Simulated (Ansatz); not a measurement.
`[OH][AlH][SiH2][SeH]`. Charge 0, multiplicity 1.

```xyz
9

O     1.227   -0.266   -1.539
Al    0.239    0.935   -0.855
Si   -0.917    0.105    1.128
Se   -0.095   -1.999    1.526
H     1.765   -0.143   -2.320
H     0.168    2.373   -1.523
H    -2.397    0.046    0.957
H    -0.683    0.943    2.339
H     0.694   -1.993    0.287
```

**Question.** List the harmonic frequencies (cm⁻¹, unscaled) at PBE0-D4/def2-TZVP in Ansatz. (An estimate is asked.)

**Answer.** Ansatz gave: 10, 69, 182, 199, 310, 359, 419, 423, 492, 564, 640, 661, 694, 784, 852, 945, 1916, 2190, 2197, 2432, 3952.
